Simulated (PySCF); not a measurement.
BeI2, SMILES [I][Be][I].

Geometry optimised at B3LYP-D3(BJ)/def2-TZVP. The def2 effective core potentials stand for the cores of I; spin–orbit coupling is left out.

Computed with B3LYP-D3(BJ)/def2-TZVP (PySCF).

Frequencies are harmonic and unscaled.

Modes within 1.5 cm⁻¹ of each other (mostly degenerate sets) share a row, with their intensities summed.

**Question.** List the normal modes with their intensities. (An estimate is asked for; the answer gives what the named calculation found.)

**Answer.** 
| mode | ν (cm⁻¹) | IR (km/mol) | Raman (Å⁴/amu) | depolarisation | moving atoms (share of kinetic energy) |
|---|---|---|---|---|---|
| 1 | 167 | 0.0 | 4.8 | 0.13 | I 100 % |
| 2–3 | 177 | 21.5 | 0.0 | – | Be 97 % |
| 4 | 873 | 388.9 | 0.0 | – | Be 97 % |
